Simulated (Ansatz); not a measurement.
Reactions of C$_{3}$H$_{6}$ClFSi (`CC1(Cl)[SiH2]C1F`).

Gas-phase electronic energies from Ansatz, PBE0-D4/def2-TZVP geometries. CBS: MP2 limit from def2 TZ/QZ plus the TZ coupled-cluster correction, frozen cores. This one scheme is used for every species, atoms too. Open shells (•) are unrestricted, without spin–orbit coupling. Spin–orbit coupling would lower the free atoms: a little for C, Cl, F, Si. def2 core potentials past Kr. For Sb outer-core shells are correlated without core-valence functions, so the limit isn't a true one: a few kJ/mol of doubt a bond, and 10 to 20 or more in all where bonds break to atoms. One conformer a species, not always the lowest.

| reaction | HF/CBS(def2) (kcal/mol) |
| --- | --- |
| `C[C@]1(Cl)[SiH2][C@@H]1F` + `C[S][SbH2]` → `C[S][SbH][CH3]` + `F[C@H]1[SiH2][C@@H]1Cl` | -3.9 |
| `C[C@]1(Cl)[SiH2][C@@H]1F` + H₂ → `CC1(Cl)C[SiH2]1` + H–F | -31.7 |
| `C[C@]1(Cl)[SiH2][C@@H]1F` → `C=C(CCl)[SiH2]F` | -76.7 |
| `C[C@]1(Cl)[SiH2][C@@H]1F` → `C/C(Cl)=C(\F)[SiH3]` | -22.8 |
| `C[C@]1(Cl)[SiH2][C@@H]1F` → 3 C• + Cl• + F• + 6 H• + Si• | 750.0 |
| `C[C@]1(Cl)[SiH2][C@@H]1F` → `C=CC[SiH](F)Cl` | -119.0 |
| `C[C@]1(Cl)[SiH2][C@@H]1F` → `F[C@H]1[SiH2][C@@H]1Cl` + `[CH2]` (triplet) | 69.6 |
| `C[C@]1(Cl)[SiH2][C@@H]1F` + H₂ → `F[C@H]1[SiH2][C@@H]1Cl` + CH₄ | -19.9 |
| `C[C@]1(Cl)[SiH2][C@@H]1F` + `CO[SiH2]N` → `CN[SiH2]OC` + `F[C@H]1[SiH2][C@@H]1Cl` | 9.7 |

Question: Give the CCSD(T)/CBS values in the same order. (An estimate is asked.)

Answer: Ansatz gave: -4.3, -31.7, -67.2, -16.8, 1040.4, -108.6, 107.1, -13.2, 12.8 kcal/mol.

Largest T1 diagnostic: 0.013, for `C[S][SbH2]`.
